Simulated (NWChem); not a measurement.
System: CH3BO3; SMILES O=CB(O)O

Parts of the log:

```
             Northwest Computational Chemistry Package (NWChem) 7.3.0
             --------------------------------------------------------

                             Geometry "geometry" -> ""
                             -------------------------

 Output coordinates in angstroms (scale by  1.889725989 to convert to a.u.)

  No.       Tag          Charge          X              Y              Z
 ---- ---------------- ---------- -------------- -------------- --------------
    1 O                    8.0000     0.13857800    -1.88174100     0.00000000
    2 C                    6.0000    -0.63863700    -0.94851800     0.00000000
    3 B                    5.0000    -0.02705900     0.54075300     0.00000000
    4 O                    8.0000     1.32020200     0.62220600     0.00000000
    5 O                    8.0000    -0.83757300     1.61954600     0.00000000
    6 H                    1.0000    -1.74270200    -1.14317100     0.00000000
    7 H                    1.0000     1.67494500    -0.28186300     0.00000000
    8 H                    1.0000    -0.34813900     2.45078200     0.00000000

 Effective nuclear repulsion energy (a.u.)     155.4571681045

                              NWChem Property Module
                              ----------------------

  itol2e modified to match energy
  convergence criterion.

                                 NWChem DFT Module
                                 -----------------

 Summary of "ao basis" -> "ao basis" (spherical)
 ------------------------------------------------------------------------------
       Tag                 Description            Shells   Functions and Types
 ---------------- ------------------------------  ------  ---------------------
 O                          def2-svp                 6       14   3s2p1d
 C                          def2-svp                 6       14   3s2p1d
 B                          def2-svp                 6       14   3s2p1d
 H                          def2-svp                 3        5   2s1p

  itol2e modified to match energy
  convergence criterion.

            General Information
            -------------------
          SCF calculation type: DFT
          Wavefunction type:  closed shell.
          No. of atoms     :     8
          No. of electrons :    38
           Alpha electrons :    19
            Beta electrons :    19
          Charge           :     0
          Spin multiplicity:     1
          Use of symmetry is: off; symmetry adaption is: off
          Maximum number of iterations: 150
          AO basis - number of functions:    85
                     number of shells:    39
          Convergence on energy requested:  1.00D-07
          Convergence on density requested:  1.00D-05
          Convergence on gradient requested:  5.00D-04

              XC Information
              --------------
                     Hartree-Fock (Exact) Exchange  1.000
                   CAM-Becke88 Exchange Functional  1.000
                      VWN V Correlation Functional  0.190 local
              Lee-Yang-Parr Correlation Functional  0.810

           Range-Separation Parameters
           ---------------------------
           Alpha           :  0.19
           Beta            :  0.46
           Gamma           :  0.33
           Short-Range HF  :     F

             Grid Information
             ----------------
          Grid used for XC integration:  fine
          Radial quadrature: Mura-Knowles
          Angular quadrature: Lebedev.
          Tag              B.-S. Rad. Rad. Pts. Rad. Cut. Ang. Pts.
          ---              ---------- --------- --------- ---------
          O                   0.60       70          11.0       590
          C                   0.70       70          10.0       590
          B                   0.85       70           8.0       590
          H                   0.35       60          11.0       590
          Grid pruning is: on
          Number of quadrature shells:   530
          Spatial weights used:  Erf1

      Superposition of Atomic Density Guess
      -------------------------------------

 Sum of atomic energies:        -287.70010383

      Non-variational initial energy
      ------------------------------

 Total energy =    -289.717944
 1-e energy   =    -701.439802
 2-e energy   =     256.264690
 HOMO         =      -0.298694
 LUMO         =      -0.083385

   convergence    iter        energy       DeltaE   RMS-Dens  Diis-err
 ---------------- ----- ----------------- --------- --------- ---------
 d= 0,ls=0.0,diis     1   -290.0559390763 -4.46D+02  1.57D-02  1.20D+00
 d= 0,ls=0.0,diis     2   -289.9861458227  6.98D-02  8.52D-03  2.30D+00
 d= 0,ls=0.0,diis     3   -290.1957292923 -2.10D-01  1.67D-03  3.88D-02
 d= 0,ls=0.0,diis     4   -290.1980344757 -2.31D-03  8.06D-04  1.77D-02
 d= 0,ls=0.0,diis     5   -290.1996335009 -1.60D-03  1.45D-04  2.89D-04
  Resetting Diis
 d= 0,ls=0.0,diis     6   -290.1996629735 -2.95D-05  5.36D-05  2.14D-05
 d= 0,ls=0.0,diis     7   -290.1996657707 -2.80D-06  2.32D-05  1.73D-06
 d= 0,ls=0.0,diis     8   -290.1996657977 -2.70D-08  8.81D-06  2.12D-06

         Total DFT energy =     -290.199665797664
      One electron energy =     -705.349952824054
           Coulomb energy =      296.002931063198
    Exchange-Corr. energy =      -36.309812141288
 Nuclear repulsion energy =      155.457168104481

 Numeric. integr. density =       37.999999830155

                       DFT Final Molecular Orbital Analysis
                       ------------------------------------

 Vector   17  Occ=2.000000D+00  E=-4.454703D-01
              MO Center=  9.4D-01,  2.5D-01, -2.9D-10, r^2= 2.1D+00
   Bfn.  Coefficient  Atom+Function         Bfn.  Coefficient  Atom+Function
  ----- ------------  ---------------      ----- ------------  ---------------
    47      0.416425  4 O  py                46      0.311992  4 O  px
    50      0.250301  4 O  py                 4      0.221104  1 O  px
    19      0.199494  2 C  py                45      0.198218  4 O  s
    49      0.187341  4 O  px                32      0.162551  3 B  px
    76     -0.154948  7 H  s                 17      0.147786  2 C  s

 Vector   18  Occ=2.000000D+00  E=-4.033923D-01
              MO Center=  3.3D-01,  1.1D+00,  1.3D-10, r^2= 2.0D+00
   Bfn.  Coefficient  Atom+Function         Bfn.  Coefficient  Atom+Function
  ----- ------------  ---------------      ----- ------------  ---------------
    48      0.473066  4 O  pz                62     -0.436909  5 O  pz
    51      0.351866  4 O  pz                65     -0.327723  5 O  pz
    41     -0.044745  3 B  d  1               6     -0.035626  1 O  pz

 Vector   19  Occ=2.000000D+00  E=-3.206994D-01
              MO Center= -2.5D-01, -1.3D+00, -4.8D-10, r^2= 1.9D+00
   Bfn.  Coefficient  Atom+Function         Bfn.  Coefficient  Atom+Function
  ----- ------------  ---------------      ----- ------------  ---------------
     4      0.385560  1 O  px                 5      0.364968  1 O  py
     7      0.286892  1 O  px                 8      0.281932  1 O  py
    71      0.263629  6 H  s                 33     -0.223943  3 B  py
    72      0.220171  6 H  s                 30     -0.195804  3 B  s
    19     -0.179420  2 C  py                17     -0.155723  2 C  s

[...]

          -----------------------
          Electric field gradient
          -----------------------

 1 a.u. = 0.324123 10**(16) esu/cm**3  ( or statvolts/cm**2 ) = 0.97174 10**(22) v/m**2

 ------------------------------------------------------------
   Atom      X         Y         Z
 ------------------------------------------------------------
    1 O    0.26187  -3.55597   0.00000
 ------------------------------------------------------------

 Electric field gradient in molecular frame (a.u.)
         XX             YY             ZZ             XY             XZ             YZ
 ------------------------------------------------------------------------------------------
        0.955628       0.722672      -1.678300       1.219386      -0.000000      -0.000000

 Principal components (a.u.) and orientation
 of principal axis w.r.t. absolute frame                      Asymmetry parameter eta
 --------------------------------------------------------------------------------------
        2.064086      -1.678300      -0.385786                       0.626192

        0.739963      -0.000000      -0.672648
        0.672648       0.000000       0.739963
       -0.000000       1.000000      -0.000000

 ------------------------------------------------------------
   Atom      X         Y         Z
 ------------------------------------------------------------
    2 C   -1.20685  -1.79244   0.00000
 ------------------------------------------------------------

 Electric field gradient in molecular frame (a.u.)
         XX             YY             ZZ             XY             XZ             YZ
 ------------------------------------------------------------------------------------------
        0.225908       0.369021      -0.594928       0.098223      -0.000000      -0.000000

 Principal components (a.u.) and orientation
 of principal axis w.r.t. absolute frame                      Asymmetry parameter eta
 --------------------------------------------------------------------------------------
       -0.594928       0.418988       0.175940                       0.408534

        0.000000       0.453417       0.891298
        0.000000       0.891298      -0.453417
        1.000000      -0.000000       0.000000

 ------------------------------------------------------------
   Atom      X         Y         Z
 ------------------------------------------------------------
    3 B   -0.05113   1.02187   0.00000
 ------------------------------------------------------------

 Electric field gradient in molecular frame (a.u.)
         XX             YY             ZZ             XY             XZ             YZ
 ------------------------------------------------------------------------------------------
        0.130985       0.194442      -0.325426       0.024076       0.000000       0.000000

 Principal components (a.u.) and orientation
 of principal axis w.r.t. absolute frame                      Asymmetry parameter eta
 --------------------------------------------------------------------------------------
       -0.325426       0.202542       0.122884                       0.244780

        0.000000       0.318887       0.947793
       -0.000000       0.947793      -0.318887
        1.000000       0.000000      -0.000000

 ------------------------------------------------------------
   Atom      X         Y         Z
 ------------------------------------------------------------
    4 O    2.49482   1.17580   0.00000
 ------------------------------------------------------------

 Electric field gradient in molecular frame (a.u.)
         XX             YY             ZZ             XY             XZ             YZ
 ------------------------------------------------------------------------------------------
       -0.234229      -0.445853       0.680082       0.828905       0.000000       0.000000

 Principal components (a.u.) and orientation
 of principal axis w.r.t. absolute frame                      Asymmetry parameter eta
 --------------------------------------------------------------------------------------
       -1.175672       0.680082       0.495591                       0.156924

       -0.660823       0.000000       0.750542
        0.750542       0.000000       0.660823
       -0.000000       1.000000      -0.000000

 ------------------------------------------------------------
   Atom      X         Y         Z
 ------------------------------------------------------------
    5 O   -1.58278   3.06050   0.00000
 ------------------------------------------------------------

 Electric field gradient in molecular frame (a.u.)
         XX             YY             ZZ             XY             XZ             YZ
 ------------------------------------------------------------------------------------------
        0.479745      -1.212986       0.733241      -0.379630      -0.000000      -0.000000

 Principal components (a.u.) and orientation
 of principal axis w.r.t. absolute frame                      Asymmetry parameter eta
 --------------------------------------------------------------------------------------
       -1.294227       0.733241       0.560986                       0.133096

        0.209262      -0.000000       0.977860
        0.977860       0.000000      -0.209262
        0.000000       1.000000       0.000000

 ------------------------------------------------------------
   Atom      X         Y         Z
 ------------------------------------------------------------
    6 H   -3.29323  -2.16028   0.00000
 ------------------------------------------------------------

 Electric field gradient in molecular frame (a.u.)
         XX             YY             ZZ             XY             XZ             YZ
 ------------------------------------------------------------------------------------------
       -0.244090       0.120604       0.123486      -0.065114       0.000000       0.000000

 Principal components (a.u.) and orientation
 of principal axis w.r.t. absolute frame                      Asymmetry parameter eta
 --------------------------------------------------------------------------------------
       -0.255367       0.131881       0.123486                       0.032871

        0.985332      -0.170648       0.000000
        0.170648       0.985332      -0.000000
       -0.000000       0.000000       1.000000

 ------------------------------------------------------------
   Atom      X         Y         Z
 ------------------------------------------------------------
    7 H    3.16519  -0.53264   0.00000
 ------------------------------------------------------------

 Electric field gradient in molecular frame (a.u.)
         XX             YY             ZZ             XY             XZ             YZ
 ------------------------------------------------------------------------------------------
        0.099573      -0.322828       0.223255       0.229272       0.000000      -0.000000

 Principal components (a.u.) and orientation
 of principal axis w.r.t. absolute frame                      Asymmetry parameter eta
 --------------------------------------------------------------------------------------
       -0.423351       0.223255       0.200096                       0.054705

       -0.401544       0.000000       0.915840
        0.915840      -0.000000       0.401544
        0.000000       1.000000      -0.000000

 ------------------------------------------------------------
   Atom      X         Y         Z
 ------------------------------------------------------------
    8 H   -0.65789   4.63131   0.00000
 ------------------------------------------------------------

 Electric field gradient in molecular frame (a.u.)
         XX             YY             ZZ             XY             XZ             YZ
 ------------------------------------------------------------------------------------------
        0.055494      -0.295715       0.240221      -0.290649       0.000000       0.000000

 Principal components (a.u.) and orientation
 of principal axis w.r.t. absolute frame                      Asymmetry parameter eta
 --------------------------------------------------------------------------------------
       -0.459689       0.240221       0.219469                       0.045144

        0.491364      -0.000000       0.870954
        0.870954       0.000000      -0.491364
       -0.000000       1.000000       0.000000
```

Level: CAM-B3LYP/def2-SVP. Coordinates come from a PBE0/def2-SVP optimisation. NWChem prints the field gradient with the sign opposite to the second derivative of the potential.

Problem. Write an input that gives this output.

Solution. This is not unique; one that fits is the input that was run:
```
start job
memory heap 200 mb stack 900 mb global 1100 mb
geometry units angstroms noautosym nocenter noautoz
  O      0.138578    -1.881741     0.000000
  C     -0.638637    -0.948518     0.000000
  B     -0.027059     0.540753     0.000000
  O      1.320202     0.622206     0.000000
  O     -0.837573     1.619546     0.000000
  H     -1.742702    -1.143171     0.000000
  H      1.674945    -0.281863     0.000000
  H     -0.348139     2.450782     0.000000
end
basis spherical
  * library def2-svp
end
dft
  xc xcamb88 1.00 lyp 0.81 vwn_5 0.19 hfexch 1.00
  cam 0.33 cam_alpha 0.19 cam_beta 0.46
  iterations 150
end
property
  efieldgrad
end
task dft property
```
